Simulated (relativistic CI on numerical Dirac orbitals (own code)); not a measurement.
## Er⁴⁺ (4f10) in a crystal field

Calculated by Dirac-Coulomb-Breit CI, KLI orbitals optimised for each configuration, model QED, valence Slater integrals scaled by 0.85, one configuration in a parametric crystal field (own radial code).

Field parameters in Wybourne normalisation. The field is a parameter set, without covalency.

S and J are read from ⟨S²⟩ = S(S + 1) and ⟨J²⟩ = J(J + 1) of each level; they are not fictitious spins.

D4h, B20 = 1230, B40 = -1170, B44 = 1280, B60 = -80, B64 = -50 cm⁻¹, the lowest 16 levels:

```tsv
E (cm⁻¹)	Degeneracy	Irrep	S	J
0.0	1	B1	1.94	8.00
6.0	2	E	1.94	8.00
13.8	1	B2	1.94	8.00
41.3	2	E	1.93	8.00
55.9	1	A1	1.93	8.00
96.6	1	A2	1.93	8.00
105	1	A1	1.93	8.00
146	1	A2	1.93	8.00
152	2	E	1.93	8.00
158	1	B1	1.93	8.00
367	1	A1	1.93	8.00
368	2	E	1.93	8.00
369	1	B2	1.93	8.00
6075	1	B2	1.97	7.00
6080	1	B1	1.97	7.00
6095	2	E	1.97	7.00
```

D3d, B20 = -2050, B40 = 1680, B43 = 550, B60 = 250, B63 = -510, B66 = -1080 cm⁻¹, the lowest 10 levels:

```csv
E (cm⁻¹),Degeneracy,Irrep,S,J
0.0,1,A1,1.94,8.00
36.9,2,E,1.94,8.00
130,2,E,1.94,8.00
206,1,A1,1.94,8.00
461,2,E,1.93,8.00
474,1,A2,1.93,8.00
522,2,E,1.93,8.00
603,2,E,1.93,8.00
606,1,A2,1.93,8.00
668,2,E,1.93,8.00
```

D3d, B20 = -420, B40 = -670, B43 = 2760, B60 = 1050, B63 = -870, B66 = 1080 cm⁻¹, the lowest 10 levels:

| E (cm⁻¹) | Degeneracy | Irrep | S | J |
| --- | --- | --- | --- | --- |
| 0.0 | 2 | E | 1.94 | 8.00 |
| 11.8 | 1 | A2 | 1.94 | 8.00 |
| 22.7 | 2 | E | 1.94 | 8.00 |
| 67.3 | 1 | A1 | 1.94 | 8.00 |
| 383 | 2 | E | 1.93 | 8.00 |
| 510 | 1 | A2 | 1.93 | 7.99 |
| 576 | 2 | E | 1.93 | 7.99 |
| 607 | 1 | A1 | 1.93 | 7.99 |
| 652 | 2 | E | 1.93 | 7.99 |
| 739 | 2 | E | 1.93 | 7.99 |

The next free-ion level lies 6045 cm⁻¹ above the lowest; the field splits the ground level into components whose J stays near 8 as long as their spread is small against that gap.

Levels of this model without a field, named by their leading LS term: ⁵I8 0, ⁵I7 6045, ⁵I6 10140, ⁵I5 13068, ⁵I4 15465, ⁵F5 18829, ⁵S2 21774, ³K8 22085 cm⁻¹.
